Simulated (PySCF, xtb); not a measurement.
C5H3Cl, SMILES C#CC=C=CCl.

Harmonic wavenumbers (cm⁻¹) from GFN2-xTB run with xtb at its own minimum, in rising order: 76, 139, 183, 285, 380, 444, 533, 624, 662, 710, 716, 827, 974, 1114, 1166, 1364, 2040, 2255, 3006, 3058, 3397.

Problem. What does PBE0-D3(BJ)/def2-SVP in PySCF give at its own minimum? (Estimate from the structure and the level; the computed values follow.)

Solution. 84, 155, 213, 338, 446, 500, 612, 686, 708, 770, 790, 882, 976, 1132, 1236, 1420, 2082, 2237, 3140, 3210, 3489. Paired by order, the mean absolute difference is 57 cm⁻¹ and the zero-point energies are 34.2 and 35.9 kcal/mol.
